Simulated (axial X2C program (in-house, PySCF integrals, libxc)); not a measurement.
## SSnS⁺: properties at the nuclei

Computed with an axial X2C code built on PySCF integrals: two-component X2C with atomic mean-field Coulomb and Gaunt terms, Gaussian nuclei, basis S dyall-av3z, Sn dyall-v3z with contracted cores.

S–Sn–S held linear, with bonds 2.213 and 2.213 Å (near the PBE0 minimum at charge 1 of the determinant lowest at the starting distance; the state shown can have its own minimum elsewhere, held linear; other orders of the atoms were not compared).

Input and command:
```json
{"zs": [16, 50, 16], "q": 1, "bas": ["dyall-av3z", "dyall-v3z", "dyall-av3z"], "r0": [2.24, 2.24], "symm": 1, "scan": ["PBE0", "HF", "B3LYP"], "levels": ["PBE0", "HF", "PBE"], "nst": 2}
```
```bash
python solin.py task.json out
```

Keys: zs atomic numbers; q charge; bas basis sets; r0 starting distance in Å; symm equal bonds; scan levels of the two-bond scan; levels methods; nst determinants followed.

Determinant lowest in the PBE0 search, Ω = 3/2 (⟨Sz⟩ = 0.50, ⟨Lz⟩ = 1.00 at PBE0), spin on the atoms S 0.31, Sn -0.12, S 0.31:

| level | A∥/gI S (MHz) | qzz S (a.u.) | A∥/gI Sn (MHz) | qzz Sn (a.u.) |
| --- | --- | --- | --- | --- |
| PBE0 | 135 | 1.67 | -128 | -6.02 |
| HF | 194 | 1.40 | -662 | -7.17 |
| PBE | 122 | 1.68 | -44.3 | -5.14 |

Determinant 0.03 eV from it at PBE0 and this distance, Ω = 1/2 (⟨Sz⟩ = -0.50, ⟨Lz⟩ = 1.00 at PBE0), spin on the atoms S -0.31, Sn 0.13, S -0.31:

```
level  A∥/gI S (MHz)  qzz S (a.u.)  A∥/gI Sn (MHz)  qzz Sn (a.u.)
 PBE0            707          1.65             103          -5.92
   HF            835          1.37             531          -6.78
  PBE            650          1.67             213          -5.14
```

A∥ (defined per Ω) follows by multiplying with gI = μI/(I μN); qzz is the electric field gradient, eQq0 = 234.96 MHz × Q/barn × qzz. The operators were transformed with the bare-nucleus X2C matrices; with these basis sets, hyperfine constants and field gradients can be off by tens of per cent, and where levels differ in sign neither size nor sign is settled.

(1) With gI(33S) = 0.4292, Q(33S) = -0.0694 barn (g factors from the IAEA table of nuclear moments by Stone; Q from Pyykkö, Mol. Phys. 2018), turn the PBE0 values of the first state into constants in MHz.

The molecule was held linear; bending was not examined, so a bent shape may lie lower.

Each state is one determinant with collinear spin. Unrestricted Hartree–Fock can overshoot spin polarisation at the nuclei. At HF a later determinant lies lower. The search compared states at one distance, so a state with another bond length can lie lower. Where a field gradient or hyperfine factor spreads by more than a factor of two over the levels, a constant derived from it is not to be relied on. PBE0 term energies can be off by some tenths of an eV.

Answers

(1) A∥(33S) = 135 × 0.4292 = 57.9 MHz; eQq0(33S) = 234.96 × (-0.0694) × (1.67) = -27.2 MHz.
